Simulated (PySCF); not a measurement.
Species: C6H4F2S.
Atom-mapped SMILES: `[CH3:1][S:2][C:3]([F:4])=[C:5]=[C:6]=[C:7]=[CH:8][F:9]` (hydrogens: H10, H11, H12 on C1; H13 on C8)

Computed by this run: PBE0-D3(BJ)/def2-SVP geometry optimisation, gas phase in PySCF; density fitting, grid level 2; the optimiser is geomeTRIC in internal coordinates, started from a GFN2-xTB structure.

Step 8: E = -22523.5783 eV
```
atom  x, y, z in Å  |  force x, y, z in eV/Å
C1     -2.4014    0.4181    0.4944    0.051  -0.041  -0.016
S2     -2.6804   -0.0732   -1.2213   -0.017   0.036  -0.021
C3     -1.0441   -0.3002   -1.7988    0.053   0.099   0.036
F4     -1.0461   -0.4882   -3.1150   -0.049  -0.061   0.022
C5      0.0782   -0.2667   -1.1003    0.009   0.020  -0.004
C6      1.1342   -0.2151   -0.3814    0.001  -0.087   0.002
C7      2.1867   -0.1807    0.3522   -0.002   0.040   0.023
C8      3.2413   -0.2179    1.1380   -0.052  -0.070   0.101
F9      3.9189    0.8605    1.5148    0.037   0.061  -0.066
H10    -2.4761   -0.4401    1.1760    0.013  -0.024  -0.033
H11    -3.1714    1.1600    0.7433   -0.023  -0.019   0.009
H12    -1.4070    0.8749    0.5899   -0.020   0.052  -0.004
H13     3.6503   -1.1338    1.5819    0.001  -0.005  -0.049
```

Step 9: E = -22523.5939 eV
```
atom  x, y, z in Å  |  force x, y, z in eV/Å
C1     -2.3553    0.4488    0.4882    0.069  -0.012  -0.043
S2     -2.6819   -0.0868   -1.2039   -0.002  -0.029   0.012
C3     -1.0572   -0.3234   -1.8080    0.068   0.203   0.047
F4     -1.0730   -0.4821   -3.1279   -0.030  -0.102   0.015
C5      0.0712   -0.2946   -1.1177   -0.015   0.032  -0.015
C6      1.1246   -0.2327   -0.3952    0.001  -0.130  -0.005
C7      2.1725   -0.1964    0.3451    0.018   0.072   0.045
C8      3.2126   -0.2370    1.1507   -0.122  -0.131   0.150
F9      3.8601    0.8377    1.5842    0.053   0.109  -0.105
H10    -2.1741   -0.3943    1.1692   -0.005  -0.047  -0.070
H11    -3.2512    0.9973    0.8063   -0.016  -0.011   0.033
H12    -1.4859    1.1203    0.5000   -0.032   0.053   0.008
H13     3.6206   -1.1593    1.5829    0.012  -0.008  -0.074
```

**Question.** Estimate the geometry and energy of step 10. (The exact step hangs on the optimiser's Hessian estimate; all steps are aligned on step 9, rigid shifts and turns removed.)

**Answer.** E = -22523.6004 eV, largest force 0.385 eV/Å
```
atom  x, y, z in Å  |  force x, y, z in eV/Å
C1     -2.2566    0.4827    0.4748   -0.076   0.095   0.004
S2     -2.6832   -0.0107   -1.2030    0.073  -0.196   0.075
C3     -1.0866   -0.3459   -1.8302    0.098   0.371  -0.024
F4     -1.1325   -0.5239   -3.1470    0.050  -0.142   0.037
C5      0.0487   -0.3293   -1.1484   -0.022  -0.002  -0.084
C6      1.0906   -0.2579   -0.4093   -0.006  -0.149  -0.027
C7      2.1258   -0.2109    0.3487    0.092   0.125   0.075
C8      3.1467   -0.2463    1.1810   -0.243  -0.195   0.179
F9      3.8019    0.8218    1.6174    0.051   0.128  -0.171
H10    -1.7611   -0.3158    1.0456   -0.051  -0.072  -0.115
H11    -3.2168    0.7305    0.9452    0.016   0.039   0.087
H12    -1.6092    1.3702    0.4486   -0.021   0.015   0.040
H13     3.5153   -1.1669    1.6504    0.039  -0.017  -0.077
```

The energy changes by -0.0065 eV. The first-order estimate −F·Δx gives -0.0303 eV and the mean of the old and new forces, exact on a quadratic surface, -0.0008 eV. The step makes an angle of 84° with the force vector and moves no atom by more than 0.438 Å.

What follows is the cost of the whole optimisation. Time: 3.0 min wall; peak memory 0.73 GiB. Hardware: one thread, Arm Neoverse V1 (aarch64), shared host with 32 logical CPUs at a one-minute load of 38.
